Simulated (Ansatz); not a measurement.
Reactions of Cl$_{2}$GeH$_{3}$In, SMILES `[Cl][In]([Cl])[GeH3]`.

Calculated with Ansatz (gas phase, PBE0-D4/def2-TZVP geometries, no zero-point term in ΔE). CBS: MP2 limit from def2 TZ/QZ plus the TZ coupled-cluster correction, frozen cores. This one scheme is used for every species. Functionals use def2-TZVPP. Elements past krypton have def2 core potentials. For Ge, I, In, Se outer-core shells are correlated without core-valence functions, which leaves a few kJ/mol of doubt a bond. Scalar relativity is left out up to krypton. Each species was taken in one conformer, which may not be the lowest.

```csv
reaction,CCSD/CBS(def2) (kJ/mol),revPBE-D4 (kJ/mol),CCSD(T)/CBS(def2) (kJ/mol)
`[Cl][In]([Cl])[GeH3]` + `CC` → `C[CH2][GeH3]` + `[Cl][InH][Cl]`,86,87,86
`[Cl][In]([Cl])[GeH3]` + H₂Se → `[Cl][In]([Cl])[SeH]` + GeH₄,-41,-37,-42
`[Cl][In]([Cl])[GeH3]` + HI → `[Cl][In]([Cl])[I]` + GeH₄,-71,-60,-71
`[Cl][In]([Cl])[GeH3]` + `N[SiH2]SS` → `[SH][In]([Cl])[Cl]` + `N[SiH2][S][GeH3]`,-106,-90,-106
`[Cl][In]([Cl])[GeH3]` + H–F → `[F][In]([Cl])[GeH3]` + HCl,58,49,58
`[Cl][In]([Cl])[GeH3]` + `O[SiH](Cl)Cl` → `Cl[SiH](Cl)[O][GeH3]` + `[Cl][InH][Cl]`,25,32,25
```

Largest T1 diagnostic: 0.014, for `[F][In]([Cl])[GeH3]`.
